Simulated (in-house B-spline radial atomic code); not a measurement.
Ag⁺. Computed with a B-spline radial atomic code. Model: non-relativistic spherical atom: semilocal Troullier-Martins pseudo-atom, one channel per l, against all electrons, high spin, G0W0 and RPA with empty states to l = 8, local potential for every l without a channel, a model core (radius 0 = none) keeps its share of the functional.

Without relativity these are model numbers for so heavy an element.

What the tables leave out is listed at the end.

The pseudopotential gives back the lowest level of each angular momentum of its own functional in the configuration it was made in; a second state of the same l is only approximately right. Exact exchange, RPA and GW see the smooth pseudo-orbitals and miss the exchange with the core, for which the functional's share stands in. The column with an uncorrelated core keeps all orbitals and exact exchange, and so separates missing core correlation from pseudisation. Only the three outermost levels and the lowest empty one were computed. RPA here is direct RPA, with no exchange kernel, and its energies carry an (l + 1/2)⁻⁴ tail. A hybrid on a potential with a model core restores only its own semilocal share of the core's exchange.

Command:
```bash
python run_psgw.py task.json out
```
Settings (lengths in bohr, energies in hartree):
```
Z                      47
electrons              46
configuration          [Kr] 4d10
generated_in           [Kr] 4d10
functional             pbe,pbe
core_shells            6
radius_factor          1.15
core_correction        False
```

Cost of the run: 37 s on 1 thread of Arm Neoverse N1, on a shared host.

Given: made with PBE; model core radius 0 bohr; local radius 1.005 bohr; mean-field start PBE0.

Valence shells of the generating configuration: 4s, 4p, 4d.

Channel: s 0.973, p 1.014, d 1.189 (radii in bohr).

Computed: largest level miss in the spin-unpolarised generating configuration 0.003 eV; valence RPA correlation energy pseudo -1.1474 hartree; all-electron RPA polarisability, core included 7.6285 bohr³; pseudo-atom RPA polarisability 7.5828 bohr³.

```
     level  occupied  mean-field all-electron (eV)  mean-field pseudo minus all (eV)  G0W0 all-electron (eV)  G0W0 uncorrelated core minus all (eV)  G0W0 pseudo minus all (eV)  exchange self-energy all-electron (eV)  exchange self-energy pseudo (eV)
        4d         1                       -17.742                            -0.004                 -22.135                                  0.116                      -0.088                                  -35.74                           -31.935
5s (empty)         0                        -9.322                            -0.071                 -7.1523                                  0.028                      -0.026                                 -2.9531                           -2.3788
```

Problem. What is the valence RPA correlation energy all-electron orbitals?

Solution. -1.1212 hartree.

Given: mean-field start Hartree-Fock.

Computed: valence RPA correlation energy pseudo -1.0133 hartree; all-electron RPA polarisability, core included 5.5807 bohr³; pseudo-atom RPA polarisability 5.5127 bohr³.

| level | occupied | mean-field all-electron (eV) | mean-field pseudo minus all (eV) | G0W0 all-electron (eV) | G0W0 uncorrelated core minus all (eV) | G0W0 pseudo minus all (eV) | exchange self-energy all-electron (eV) | exchange self-energy pseudo (eV) |
| --- | --- | --- | --- | --- | --- | --- | --- | --- |
| 4d | 1 | -22.458 | -0.04 | -22.407 | 0.12 | 0.084 | -35.909 | -32.267 |
| 5s (empty) | 0 | -5.839 | -0.016 | -6.7461 | 0.016 | -0.006 | -1.7833 | -1.4562 |

Problem. What is the valence RPA correlation energy all-electron orbitals?

Solution. -0.98694 hartree.

Among the listed levels the largest G0W0 shift of the pseudo-atom is -0.09 eV, for 4d on the PBE0 start, while leaving the core uncorrelated moves that level by +0.12 eV. The rest, -0.20 eV, comes from pseudisation and the lost core exchange. Not in the tables (levels of low weight, unsolved or above zero; the highest and the empty levels are kept at any weight): on PBE, a start not tabulated, the G0W0 levels 4d (pseudo minus all +0.02 eV, weights 0.26 and 0.35), 4p (pseudo minus all -0.50 eV, weights 0.00 and 0.01), 4s (pseudo minus all -0.18 eV, weights 0.26 and 0.24), 5s (pseudo minus all -0.03 eV, weights 0.94 and 0.94); on PBE0 the G0W0 levels 4p (pseudo minus all -0.13 eV, weights 0.25 and 0.22), 4s (pseudo minus all -5.61 eV, weights 0.32 and 0.01); on Hartree-Fock the G0W0 levels 4p (pseudo minus all -0.14 eV, weights 0.54 and 0.52), 4s (pseudo minus all +0.84 eV, weights 0.01 and 0.52).
